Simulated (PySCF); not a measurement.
**Sb²⁺: ionisation energy**

Sb²⁺ [Kr] 4d10 5s2 5p1 (2P) → Sb³⁺ [Kr] 4d10 5s2 (1S), as a difference of total energies. Calculation: PySCF 2.14, in x2c-TZVPall (8s6p4d2f, 60 functions); scalar relativity by spin-free X2C-1e. Correlated levels: valence: [Kr] 4d10 frozen. The calculations carry no spin-orbit coupling.

```
           method  ionisation energy (eV)
              UHF                  24.098
             MN15                  24.891
             TPSS                  24.646
    MP2 (valence)                  24.301
SCS-MP2 (valence)                  24.290
```

**Question.** How much does correlation contribute at MP2 (valence)?

**Answer.** 24.301 − (24.098) = 0.203 eV, measured against UHF.

The reference lies between the lowest fine-structure levels, while these numbers refer to the centres of the terms.

Errors of the correlated levels include the incompleteness of this basis and the frozen core.

For comparison: 25.323 eV (measured; NIST Atomic Spectra Database, ionization energies).
